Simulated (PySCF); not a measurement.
Computed shifts of a molecule C4H4ClF, PBE/pcSseg-1 run with PySCF, GIAO, gas phase, atoms alike by connectivity averaged where their shifts nearly agree, in ppm (number of nuclei): ¹³C: 158.0 (1), 148.2 (1), 121.1 (1), 115.9 (1). ¹⁹F: -122.8 (1). ¹H: 6.76 (1), 5.59 (1), 5.48 (1), 5.39 (1). References: ¹³C against TMS (σ = 182.0 ppm); ³⁵Cl against HCl (σ = 936.5 ppm); ¹⁹F against CFCl3 (σ = 133.6 ppm); ¹H against TMS (σ = 31.49 ppm), references at their B3LYP-D3(BJ)/def2-TZVP geometries, non-relativistic (without spin–orbit terms, shifts of atoms bonded to Cl or Br come out too high). The structure is a stationary point at PBE0-D3(BJ)/def2-SVP. One conformer was computed; it need not be the lowest.

### Question
Identify the compound among the candidates.
A. CC=C=C(F)Cl
B. CC(F)=C=CCl
C. C=C(Cl)/C=C\F
D. C#C[C@@H](F)CCl

### Answer
C, C=C(Cl)/C=C\F
